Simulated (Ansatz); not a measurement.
Total energies of CrN(OH)3 (CrNO3H3) from Ansatz at r2SCAN-D4/def2-TZVPD, gas phase (1 Eh = 27.2114 eV = 2625.5 kJ/mol). The reference geometry is relaxed at B3LYP-D4/def2-SVP.

Cartesian coordinates in Å:
```
Cr 0.039 0.000 -0.010
N -1.409 -0.014 0.375
O 0.650 -1.624 0.176
H 0.054 -2.321 0.482
O 0.857 1.112 1.057
H 0.349 1.575 1.738
O 0.137 0.528 -1.671
H -0.677 0.743 -2.147
```

| state | geometry | energy (Eh) |
| --- | --- | --- |
| charge 0 singlet | reference | -1326.76929 |
| charge -1 doublet | reference | -1326.79526 |
| free Cr atom (septet) | – | -1044.41351 |
| free N atom (quartet) | – | -54.58108 |
| free O atom (triplet) | – | -75.05928 |
| free H atom (doublet) | – | -0.49993 |

(1) Work out the vertical electron affinity, to the doublet.

(2) What is the binding energy per atom against free atoms?

(1) E(charge 0 singlet) − E(charge -1 doublet) = -1326.76929 − (-1326.79526) = 0.02597 Eh = 0.71 eV.

(2) Atoms: 1 × (-1044.41351) + 1 × (-54.58108) + 3 × (-75.05928) + 3 × (-0.49993) = -1325.67222 Eh. Binding: -1325.67222 − (-1326.76929) = 1.09707 Eh = 29.85 eV, or 3.73 eV for each of 8 atoms (no zero-point energy, no counterpoise term).

The restricted singlet is unstable towards broken spin symmetry in Hartree–Fock (as tested in another run); at r2SCAN-D4/def2-TZVPD this wasn't settled. At r2SCAN-D4/def2-TZVPD the highest occupied level of the charge -1 doublet lies above zero (up to 2.31 eV). By energy differences its removal costs 0.71 eV (vertical, to the charge 0 singlet, at r2SCAN-D4/def2-TZVPD); a positive level beside a positive removal energy at the same level points to self-interaction error.
